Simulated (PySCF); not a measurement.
F4Te, charge -1, multiplicity 2. Atoms are numbered in the order given.

```xyz
5

Te     0.0000     0.0000     0.3450
F      2.0505     0.0000     0.2342
F     -2.0505     0.0000     0.2342
F      0.0000     1.2730    -1.2310
F      0.0000    -1.2730    -1.2310
```
Charge -1, spin multiplicity 2.

Geometry: B3LYP-D3(BJ)/def2-SVPD. The def2 effective core potentials stand for the cores of Te; spin–orbit coupling is left out.

Level of theory: PBE/def2-SVPD (PySCF).

Mulliken values depend strongly on the basis, most of all with diffuse functions as here. ESP charges are fitted to the potential on shells at 1.4 to 2.0 van der Waals radii. Atomic charges (e):

```json
[
 {"atom": "Te1", "ESP fit": "___", "Mulliken": "1.42", "Mulliken spin": "0.95"},
 {"atom": "F2", "ESP fit": "___", "Mulliken": "-0.63", "Mulliken spin": "-0.01"},
 {"atom": "F3", "ESP fit": "___", "Mulliken": "-0.63", "Mulliken spin": "-0.01"},
 {"atom": "F4", "ESP fit": "___", "Mulliken": "-0.58", "Mulliken spin": "0.03"},
 {"atom": "F5", "ESP fit": "___", "Mulliken": "-0.58", "Mulliken spin": "0.03"}
]
```

### Question
Fill in the missing entries. (The exact figures need the calculation; the answer reports its results.)

### Answer

- Te1, ESP fit: 0.34
- F2, ESP fit: -0.38
- F3, ESP fit: -0.38
- F4, ESP fit: -0.29
- F5, ESP fit: -0.29
